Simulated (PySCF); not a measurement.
## Excitation energy of Te by level of theory

Te [Kr] 4d10 5s2 5p4 (3P) → Te [Kr] 4d10 5s1 5p4 5d1 (high-spin determinant), as a difference of total energies. Computed with PySCF 2.14 in aug-cc-pwCVDZ-PP with ECP28MDF (6s5p4d1f, 48 functions), with a scalar-relativistic core potential. Correlated levels: valence: 4s2 4p6 4d10 frozen; valence and next inner shell: nothing frozen outside the core potential. The calculations carry no spin-orbit coupling.

| method | excitation energy (eV) |
| --- | --- |
| UHF | 15.760 |
| LDA | 17.087 |
| PBE | 16.636 |
| PBE0 | 16.623 |
| r2SCAN | 16.571 |
| BP86 | 16.701 |
| wB97M-V | 16.957 |
| M06 | 17.108 |
| M06-L | 16.733 |
| MP2 (valence) | 16.151 |
| SCS-MP2 (valence) | 16.167 |
| MP2 (valence and next inner shell) | 16.813 |
| SCS-MP2 (valence and next inner shell) | 16.681 |

Task: How much does correlation contribute at MP2 (valence and next inner shell)?

Result: 16.813 − (15.760) = 1.053 eV, measured against UHF.

The upper state lies above the first ionisation limit, where it may autoionise and the basis confines it.

The promoted electron is Rydberg-like, and one or two diffuse shells describe it only roughly, which tends to raise the upper state.

In the upper state the promoted electron has a positive orbital energy at LDA, PBE, PBE0, r2SCAN, BP86, M06, M06-L, so the basis confines it.

The determinant of the upper state mixes LS terms, which raises its energy above the lowest term, most at the Hartree-Fock and MP2 levels.
